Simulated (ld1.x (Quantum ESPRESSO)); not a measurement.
## An all-electron radial function and its pseudo partner (chromium)

Columns: radius, all-electron u(r) and pseudo u(r) of the 3s shell (level -73.56 eV) of chromium in the configuration [Ne] 3s2 3p6 3d5 4s1 4p0; LDA (PZ), scalar-relativistic, TM scheme, ld1.x (Quantum ESPRESSO) 7.5.

```csv
r (bohr),all-electron,pseudo
0.055,0.2502,0.0579
0.110,-0.2441,0.1181
0.165,-0.5673,0.1830
0.220,-0.6069,0.2552
0.275,-0.4418,0.3370
0.330,-0.1701,0.4303
0.385,0.1333,0.5356
0.440,0.4211,0.6517
0.495,0.6681,0.7738
0.550,0.8635,0.8942
0.605,1.0067,1.0026
0.660,1.1012,1.0887
0.715,1.1538,1.1445
0.770,1.1720,1.1679
0.825,1.1630,1.1620
0.880,1.1334,1.1333
0.935,1.0888,1.0888
0.990,1.0340,1.0340
1.045,0.9728,0.9728
1.100,0.9081,0.9081
1.155,0.8422,0.8422
1.210,0.7768,0.7768
1.265,0.7131,0.7131
1.320,0.6520,0.6520
1.375,0.5941,0.5941
1.430,0.5396,0.5396
```

(1) How many radial nodes do the two functions have?

(2) At about which radius was the pseudo-wave matched?

(3) Is the pseudo-wave norm-conserving?

Answers

(1) The all-electron 3s function has n − l − 1 = 2; the pseudo-wave has 0, since the states of the same l below it are removed with the core.

(2) 0.95 bohr. The columns agree to 0.0005 from 0.88 bohr on; several derivatives are matched, so the curves merge somewhat inside the radius.

(3) Yes: the TM scheme keeps the norm inside the radius equal to the all-electron one, which fixes the energy derivative of the logarithmic derivative at the level.
